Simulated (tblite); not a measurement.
A geometry optimisation, step by step.

Compound: C7H9O (doublet state).
Numbering: `[CH2:1]=[CH:2][CH2:3][C@@H:4]1[C:5]=[CH:6][CH2:7][O:8]1` (hydrogens: H9, H10 on C1; H11 on C2; H12, H13 on C3; H14 on C4; H15 on C6; H16, H17 on C7)
Bond orders are those of one Lewis drawing.

Computed with GFN2-xTB (tblite), gas phase: L-BFGS steps from a force-field or distance-geometry start until the largest atomic force falls under 0.01 eV/Å. 7 of its 96 geometries are shown.

Step 0: E = -637.9958 eV, largest atomic force 3.123 eV/Å
```
atom  x, y, z in Å  |  force x, y, z in eV/Å
C1      2.683    0.151    0.876   -1.289  -0.638  -0.833
C2      1.718    0.138   -0.059    1.622  -0.066   1.191
C3      0.860   -1.086   -0.226    0.343   0.488  -0.437
C4     -0.564   -0.630    0.002    1.188  -0.511   0.020
C5     -0.976    0.439   -0.954   -1.992   0.866   1.148
C6     -1.918    1.150   -0.303    0.569   0.820  -2.959
C7     -2.051    0.516    1.020   -0.239   0.338   1.049
O8     -0.737    0.036    1.235   -0.314  -0.668   0.463
H9      3.338    0.968    1.069    0.140   0.278   0.001
H10     2.779   -0.740    1.487    0.246   0.332   0.017
H11     1.568    1.008   -0.691   -0.208  -0.353   0.025
H12     1.193   -1.878    0.462   -0.273   0.264  -0.353
H13     0.916   -1.392   -1.283    0.066  -0.303   0.345
H14    -1.298   -1.466   -0.004    0.152  -0.102  -0.352
H15    -2.442    2.029   -0.703    0.215  -0.672   0.506
H16    -2.412    1.169    1.835    0.284  -0.384  -0.298
H17    -2.663   -0.401    0.876   -0.512   0.311   0.467
```

Step 16: E = -638.6952 eV, largest atomic force 0.231 eV/Å
```
atom  x, y, z in Å  |  force x, y, z in eV/Å
C1      2.763    0.166    0.922   -0.014   0.017   0.009
C2      1.815    0.120    0.004    0.000   0.038   0.022
C3      0.898   -1.043   -0.233    0.158   0.052   0.010
C4     -0.598   -0.722   -0.114    0.084   0.034  -0.134
C5     -1.111    0.404   -0.958   -0.073  -0.017  -0.034
C6     -2.002    1.138   -0.346    0.052  -0.028   0.164
C7     -2.119    0.551    1.058   -0.020   0.016  -0.001
O8     -1.000   -0.321    1.199   -0.036   0.002  -0.092
H9      3.373    1.049    1.052    0.005  -0.158  -0.049
H10     2.974   -0.661    1.583   -0.124   0.096  -0.003
H11     1.699    0.960   -0.672   -0.214  -0.030   0.082
H12     1.134   -1.853    0.460   -0.018   0.060   0.046
H13     1.061   -1.407   -1.254   -0.057  -0.005   0.032
H14    -1.151   -1.642   -0.393    0.004   0.032  -0.006
H15    -2.589    1.981   -0.657    0.114  -0.089  -0.035
H16    -2.094    1.310    1.844    0.137  -0.010  -0.023
H17    -3.058   -0.019    1.145    0.002  -0.010   0.011
```

Step 32: E = -638.7569 eV, largest atomic force 0.139 eV/Å
```
atom  x, y, z in Å  |  force x, y, z in eV/Å
C1      2.697    0.209    0.923    0.061  -0.006   0.034
C2      1.721    0.179    0.037    0.026   0.031  -0.020
C3      0.887   -1.034   -0.211    0.050  -0.008  -0.021
C4     -0.625   -0.798   -0.216   -0.046  -0.029   0.029
C5     -1.150    0.349   -1.006    0.047   0.045   0.018
C6     -1.961    1.124   -0.338   -0.019  -0.036   0.018
C7     -2.043    0.555    1.069   -0.030   0.029  -0.032
O8     -1.106   -0.516    1.106    0.005   0.072   0.079
H9      3.347    1.059    1.044   -0.072   0.033   0.056
H10     2.890   -0.641    1.555    0.073   0.014   0.037
H11     1.526    1.035   -0.595   -0.077  -0.004  -0.035
H12     1.102   -1.790    0.546   -0.032   0.018   0.054
H13     1.172   -1.451   -1.180   -0.080   0.015  -0.113
H14    -1.098   -1.729   -0.568   -0.084  -0.075  -0.050
H15    -2.527    1.985   -0.638    0.096  -0.034   0.004
H16    -1.786    1.305    1.828    0.082  -0.070  -0.041
H17    -3.053    0.172    1.280   -0.001   0.004  -0.017
```

Step 48: E = -638.7982 eV, largest atomic force 0.109 eV/Å
```
atom  x, y, z in Å  |  force x, y, z in eV/Å
C1      2.582    0.290    0.940   -0.010  -0.003   0.023
C2      1.595    0.183    0.071   -0.001   0.010  -0.007
C3      0.863   -1.089   -0.219    0.002   0.024   0.013
C4     -0.661   -0.906   -0.259   -0.053   0.025  -0.019
C5     -1.121    0.278   -1.028   -0.032   0.064  -0.082
C6     -1.837    1.123   -0.338    0.047   0.004   0.019
C7     -1.925    0.565    1.072    0.017   0.002  -0.018
O8     -1.206   -0.666    1.047    0.012   0.028   0.059
H9      3.090    1.224    1.119   -0.015  -0.050  -0.018
H10     2.925   -0.561    1.507   -0.003   0.041   0.018
H11     1.266    1.046   -0.494   -0.001  -0.026  -0.006
H12     1.096   -1.835    0.541    0.006  -0.026  -0.004
H13     1.169   -1.479   -1.195    0.030   0.045  -0.010
H14    -1.116   -1.824   -0.661   -0.007  -0.080   0.030
H15    -2.292    2.049   -0.628   -0.003  -0.035   0.037
H16    -1.470    1.250    1.801    0.013  -0.033  -0.020
H17    -2.964    0.367    1.365    0.000   0.011  -0.017
```

Step 63: E = -638.8047 eV, largest atomic force 0.042 eV/Å
```
atom  x, y, z in Å  |  force x, y, z in eV/Å
C1      2.533    0.313    0.960   -0.031  -0.014  -0.001
C2      1.554    0.189    0.084   -0.036  -0.016  -0.001
C3      0.849   -1.093   -0.232   -0.019  -0.021  -0.026
C4     -0.683   -0.943   -0.273    0.001  -0.002   0.003
C5     -1.149    0.235   -1.052    0.036  -0.002   0.003
C6     -1.792    1.119   -0.341   -0.004   0.009   0.008
C7     -1.867    0.570    1.072   -0.023   0.026   0.001
O8     -1.220   -0.696    1.034    0.001  -0.007   0.009
H9      3.018    1.257    1.136    0.012   0.012   0.015
H10     2.892   -0.525    1.532    0.004  -0.026   0.030
H11     1.214    1.050   -0.477   -0.003  -0.004  -0.032
H12     1.091   -1.858    0.507    0.029   0.030  -0.007
H13     1.168   -1.445   -1.217    0.017   0.006  -0.020
H14    -1.122   -1.879   -0.651    0.026   0.013   0.012
H15    -2.220    2.062   -0.614   -0.017  -0.013  -0.003
H16    -1.363    1.228    1.792    0.013   0.000  -0.017
H17    -2.911    0.428    1.380   -0.006   0.008   0.029
```

Step 79: E = -638.8169 eV, largest atomic force 0.118 eV/Å
```
atom  x, y, z in Å  |  force x, y, z in eV/Å
C1      2.401    0.325    1.036   -0.052  -0.012  -0.008
C2      1.532    0.200    0.050    0.047   0.003   0.024
C3      0.853   -1.083   -0.306   -0.007   0.002  -0.011
C4     -0.686   -0.981   -0.265    0.031   0.005  -0.009
C5     -1.200    0.165   -1.063   -0.053   0.032   0.062
C6     -1.794    1.082   -0.347    0.059  -0.056  -0.086
C7     -1.764    0.598    1.090    0.013  -0.005   0.000
O8     -1.182   -0.702    1.052    0.009   0.022  -0.077
H9      2.889    1.256    1.269   -0.040   0.001  -0.036
H10     2.659   -0.515    1.659    0.022  -0.010   0.031
H11     1.274    1.046   -0.575   -0.001   0.015   0.017
H12     1.170   -1.875    0.374   -0.038   0.005   0.000
H13     1.125   -1.362   -1.328    0.011  -0.025   0.000
H14    -1.106   -1.943   -0.595   -0.014   0.046   0.034
H15    -2.237    2.013   -0.632   -0.013   0.002   0.003
H16    -1.160    1.262    1.722    0.003   0.017   0.019
H17    -2.779    0.528    1.498    0.022  -0.042   0.038
```

Step 95: E = -638.8231 eV, largest atomic force 0.010 eV/Å
```
atom  x, y, z in Å  |  force x, y, z in eV/Å
C1      2.305    0.328    1.083    0.006   0.002   0.000
C2      1.522    0.190    0.031    0.001  -0.001  -0.006
C3      0.861   -1.093   -0.359   -0.006   0.002  -0.001
C4     -0.676   -0.991   -0.274   -0.001   0.001   0.000
C5     -1.230    0.136   -1.071   -0.001  -0.001   0.007
C6     -1.794    1.066   -0.350    0.008   0.004  -0.001
C7     -1.686    0.619    1.096    0.001  -0.003   0.002
O8     -1.114   -0.685    1.056   -0.004  -0.001  -0.009
H9      2.758    1.271    1.339    0.000   0.002   0.002
H10     2.529   -0.501    1.734   -0.004   0.004   0.002
H11     1.302    1.036   -0.608    0.003  -0.004  -0.001
H12     1.185   -1.897    0.301   -0.005   0.001   0.006
H13     1.119   -1.349   -1.389   -0.001  -0.003  -0.004
H14    -1.113   -1.956   -0.562    0.005   0.004   0.001
H15    -2.260    1.987   -0.635   -0.004  -0.001   0.004
H16    -1.044    1.298    1.674    0.000  -0.006  -0.002
H17    -2.671    0.556    1.573    0.003   0.000  -0.001
```

Problem. Summarise the path.

Solution. The energy falls by 19.08 kcal/mol from step 0 to step 95; nine tenths of that is first reached at step 27. It falls at every step. The largest force goes from 3.123 to 0.010 eV/Å. Among the bonds C6–C7 changes most, from 1.473 to 1.518 Å; the atoms move by 0.610 Å rms after alignment.

Problem. Follow the three bonds and two angles with the largest change from start to end.

Solution. 
```json
{"step": "0", "E above end (kcal/mol)": "19.08", "largest force (eV/Å)": "3.123", "C6–C7 (Å)": "1.473", "C5=C6 (Å)": "1.348", "C3–C4 (Å)": "1.512", "C4–O8–C7 (°)": "98.1", "C4–C5–C6 (°)": "105.1"}
{"step": "4", "E above end (kcal/mol)": "10.73", "largest force (eV/Å)": "0.481", "C6–C7 (Å)": "1.534", "C5=C6 (Å)": "1.308", "C3–C4 (Å)": "1.511", "C4–O8–C7 (°)": "99.2", "C4–C5–C6 (°)": "110.7"}
{"step": "8", "E above end (kcal/mol)": "6.46", "largest force (eV/Å)": "0.481", "C6–C7 (Å)": "1.537", "C5=C6 (Å)": "1.307", "C3–C4 (Å)": "1.524", "C4–O8–C7 (°)": "103.8", "C4–C5–C6 (°)": "111.8"}
{"step": "12", "E above end (kcal/mol)": "4.35", "largest force (eV/Å)": "0.375", "C6–C7 (Å)": "1.518", "C5=C6 (Å)": "1.310", "C3–C4 (Å)": "1.537", "C4–O8–C7 (°)": "106.8", "C4–C5–C6 (°)": "113.0"}
{"step": "17", "E above end (kcal/mol)": "2.79", "largest force (eV/Å)": "0.218", "C6–C7 (Å)": "1.524", "C5=C6 (Å)": "1.306", "C3–C4 (Å)": "1.536", "C4–O8–C7 (°)": "107.8", "C4–C5–C6 (°)": "112.9"}
{"step": "21", "E above end (kcal/mol)": "2.33", "largest force (eV/Å)": "0.202", "C6–C7 (Å)": "1.516", "C5=C6 (Å)": "1.305", "C3–C4 (Å)": "1.532", "C4–O8–C7 (°)": "108.8", "C4–C5–C6 (°)": "112.9"}
{"step": "25", "E above end (kcal/mol)": "1.99", "largest force (eV/Å)": "0.128", "C6–C7 (Å)": "1.522", "C5=C6 (Å)": "1.305", "C3–C4 (Å)": "1.531", "C4–O8–C7 (°)": "109.0", "C4–C5–C6 (°)": "113.2"}
{"step": "29", "E above end (kcal/mol)": "1.74", "largest force (eV/Å)": "0.141", "C6–C7 (Å)": "1.515", "C5=C6 (Å)": "1.306", "C3–C4 (Å)": "1.534", "C4–O8–C7 (°)": "110.1", "C4–C5–C6 (°)": "113.9"}
{"step": "33", "E above end (kcal/mol)": "1.46", "largest force (eV/Å)": "0.154", "C6–C7 (Å)": "1.521", "C5=C6 (Å)": "1.305", "C3–C4 (Å)": "1.532", "C4–O8–C7 (°)": "110.0", "C4–C5–C6 (°)": "113.6"}
{"step": "37", "E above end (kcal/mol)": "1.21", "largest force (eV/Å)": "0.119", "C6–C7 (Å)": "1.516", "C5=C6 (Å)": "1.305", "C3–C4 (Å)": "1.534", "C4–O8–C7 (°)": "110.2", "C4–C5–C6 (°)": "113.9"}
{"step": "41", "E above end (kcal/mol)": "0.97", "largest force (eV/Å)": "0.161", "C6–C7 (Å)": "1.521", "C5=C6 (Å)": "1.305", "C3–C4 (Å)": "1.530", "C4–O8–C7 (°)": "110.5", "C4–C5–C6 (°)": "114.0"}
{"step": "45", "E above end (kcal/mol)": "0.72", "largest force (eV/Å)": "0.203", "C6–C7 (Å)": "1.516", "C5=C6 (Å)": "1.305", "C3–C4 (Å)": "1.541", "C4–O8–C7 (°)": "110.2", "C4–C5–C6 (°)": "113.8"}
{"step": "50", "E above end (kcal/mol)": "0.52", "largest force (eV/Å)": "0.077", "C6–C7 (Å)": "1.518", "C5=C6 (Å)": "1.305", "C3–C4 (Å)": "1.536", "C4–O8–C7 (°)": "110.5", "C4–C5–C6 (°)": "114.2"}
{"step": "54", "E above end (kcal/mol)": "0.48", "largest force (eV/Å)": "0.046", "C6–C7 (Å)": "1.517", "C5=C6 (Å)": "1.305", "C3–C4 (Å)": "1.538", "C4–O8–C7 (°)": "110.4", "C4–C5–C6 (°)": "114.0"}
{"step": "58", "E above end (kcal/mol)": "0.46", "largest force (eV/Å)": "0.044", "C6–C7 (Å)": "1.517", "C5=C6 (Å)": "1.305", "C3–C4 (Å)": "1.538", "C4–O8–C7 (°)": "110.4", "C4–C5–C6 (°)": "114.1"}
{"step": "62", "E above end (kcal/mol)": "0.43", "largest force (eV/Å)": "0.040", "C6–C7 (Å)": "1.517", "C5=C6 (Å)": "1.305", "C3–C4 (Å)": "1.540", "C4–O8–C7 (°)": "110.3", "C4–C5–C6 (°)": "113.9"}
{"step": "66", "E above end (kcal/mol)": "0.38", "largest force (eV/Å)": "0.060", "C6–C7 (Å)": "1.518", "C5=C6 (Å)": "1.304", "C3–C4 (Å)": "1.538", "C4–O8–C7 (°)": "110.4", "C4–C5–C6 (°)": "114.0"}
{"step": "70", "E above end (kcal/mol)": "0.32", "largest force (eV/Å)": "0.077", "C6–C7 (Å)": "1.517", "C5=C6 (Å)": "1.306", "C3–C4 (Å)": "1.542", "C4–O8–C7 (°)": "110.2", "C4–C5–C6 (°)": "113.9"}
{"step": "74", "E above end (kcal/mol)": "0.24", "largest force (eV/Å)": "0.106", "C6–C7 (Å)": "1.519", "C5=C6 (Å)": "1.304", "C3–C4 (Å)": "1.542", "C4–O8–C7 (°)": "110.3", "C4–C5–C6 (°)": "113.9"}
{"step": "78", "E above end (kcal/mol)": "0.17", "largest force (eV/Å)": "0.073", "C6–C7 (Å)": "1.516", "C5=C6 (Å)": "1.305", "C3–C4 (Å)": "1.543", "C4–O8–C7 (°)": "110.1", "C4–C5–C6 (°)": "113.8"}
{"step": "83", "E above end (kcal/mol)": "0.04", "largest force (eV/Å)": "0.112", "C6–C7 (Å)": "1.518", "C5=C6 (Å)": "1.304", "C3–C4 (Å)": "1.541", "C4–O8–C7 (°)": "110.1", "C4–C5–C6 (°)": "113.9"}
{"step": "87", "E above end (kcal/mol)": "0.01", "largest force (eV/Å)": "0.030", "C6–C7 (Å)": "1.517", "C5=C6 (Å)": "1.305", "C3–C4 (Å)": "1.542", "C4–O8–C7 (°)": "110.1", "C4–C5–C6 (°)": "113.8"}
{"step": "91", "E above end (kcal/mol)": "0.00", "largest force (eV/Å)": "0.017", "C6–C7 (Å)": "1.518", "C5=C6 (Å)": "1.305", "C3–C4 (Å)": "1.542", "C4–O8–C7 (°)": "110.1", "C4–C5–C6 (°)": "113.9"}
{"step": "95", "E above end (kcal/mol)": "0.00", "largest force (eV/Å)": "0.010", "C6–C7 (Å)": "1.518", "C5=C6 (Å)": "1.305", "C3–C4 (Å)": "1.542", "C4–O8–C7 (°)": "110.1", "C4–C5–C6 (°)": "113.9"}
```

What follows is the cost of the whole relaxation. The run took 0.61 s of wall time on one thread of an Arm Neoverse V1, on a shared host.
